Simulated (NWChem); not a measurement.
Species: ZrBrF3; SMILES [F][Zr]([F])([F])[Br]

```xyz
5

Zr     0.0000     0.0000     0.6127
F      1.7430     0.3297     1.2599
F     -0.5859    -1.6743     1.2599
F     -1.1570     1.3446     1.2599
Br     0.0000     0.0000    -1.8849
```
Atoms are numbered in this order, from 1.

Results from NWChem. STO-3G and 3-21G are far too small for this property and stand as cheap habits. The geometry was optimised at PBE0/def2-SVP (def2 core potentials past Kr). Field at 589 nm.

Question: What does the run give for B3LYP/STO-3G (all-electron, non-relativistic)? Quantities: isotropic polarisability (bohr³); anisotropy (bohr³).

Answer: 
- isotropic polarisability (bohr³) = 25.0
- anisotropy (bohr³) = 20.0
